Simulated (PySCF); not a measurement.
Isomers of C4H7N2Si2 (doublet state), one GFN2-xTB conformer each. Single-point energies are computed at B3LYP/pcH-1 (PySCF, gas phase, no added dispersion term), electronic only. GFN2-xTB treats the open shell by occupation alone, and not every SCF solution was tested for stability.

```
                 SMILES  GFN2-xTB relative energy (kJ/mol)
N#CC[CH][SiH2][SiH2]C#N                               75.1
    N#CCC[SiH2][SiH]C#N                                0.0
N#C[CH]C[SiH2][SiH2]C#N                               35.2
    N#CCC[SiH][SiH2]C#N                               21.1
```

Conformers: `[N:1]#[C:2][CH2:3][CH:4][SiH2:5][SiH2:6][C:7]#[N:8]` (doublet state) with C2–C3–C4–Si5 -82°, C3–C4–Si5–Si6 77°, C4–Si5–Si6–C7 179°; `[N:1]#[C:2][CH2:3][CH2:4][SiH2:5][SiH:6][C:7]#[N:8]` (doublet state) with C2–C3–C4–Si5 58°, C3–C4–Si5–Si6 63°, C4–Si5–Si6–C7 -26°; `[N:1]#[C:2][CH:3][CH2:4][SiH2:5][SiH2:6][C:7]#[N:8]` (doublet state) with C2–C3–C4–Si5 88°, C3–C4–Si5–Si6 -178°, C4–Si5–Si6–C7 -51°; `[N:1]#[C:2][CH2:3][CH2:4][SiH:5][SiH2:6][C:7]#[N:8]` (doublet state) with C2–C3–C4–Si5 -60°, C3–C4–Si5–Si6 176°, C4–Si5–Si6–C7 49°.

Task: What does B3LYP/pcH-1 give for the same structures?

Result: 
| SMILES | B3LYP/pcH-1 E (Eh) | B3LYP/pcH-1 (kJ/mol) | GFN2-xTB (kJ/mol) | point group |
| --- | --- | --- | --- | --- |
| N#CCC[SiH][SiH2]C#N | -845.10225 | 0.0 | 21.1 | C1 |
| N#CCC[SiH2][SiH]C#N | -845.10218 | 0.2 | 0.0 | C1 |
| N#C[CH]C[SiH2][SiH2]C#N | -845.10155 | 1.8 | 35.2 | C1 |
| N#CC[CH][SiH2][SiH2]C#N | -845.08554 | 43.9 | 75.1 | C1 |

GFN2-xTB puts N#CCC[SiH2][SiH]C#N lowest instead; measured from each level's own lowest isomer, the values differ by up to 33.4 kJ/mol (N#C[CH]C[SiH2][SiH2]C#N: 35.2 against 1.8). Neighbours under 21 kJ/mol apart (N#CCC[SiH][SiH2]C#N and N#CCC[SiH2][SiH]C#N; N#CCC[SiH2][SiH]C#N and N#C[CH]C[SiH2][SiH2]C#N) can change places with a better method, another conformer or zero-point energy.
